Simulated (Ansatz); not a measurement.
Reaction (ligand exchange at a B–S bond): `BSCN` + `C[SiH2]O` → `BO[SiH2]C` + `NCS`

Program: Ansatz. Geometries: PBE0-D4/def2-TZVP. ΔE: electronic, gas phase. CBS: MP2 limit from def2 TZ/QZ plus the TZ coupled-cluster correction, frozen cores. This one scheme is used for every species. Each species was taken in one conformer, which may not be the lowest.

```
    species  HF/CBS(def2) energy (Eh)
     `BSCN`                -518.10634
 `C[SiH2]O`                -405.29306
`BO[SiH2]C`                -430.60500
      `NCS`                -492.81579
```

Q: Work out ΔE.

A: ΔE = (-430.60500) + (-492.81579) − (-518.10634) − (-405.29306) = -0.02139 Eh = -0.58 eV. CCSD(T)/CBS gives -0.35 eV.

Largest T1 diagnostic among the species: 0.013.

From BLYP to BHLYP (50 % exact exchange), in def2-TZVPP and without D4, ΔE moves by −0.07 eV. At CCSD(T), def2-SVP lies −0.12 eV from the extrapolated value and def2-TZVPP −0.01 eV. Leaving LDA and LC-ωPBE aside and taking each functional with its dispersion term where it has one, the values, not all of them listed here, spread over 0.21 eV, from BHLYP-D4 to revPBE-D4.
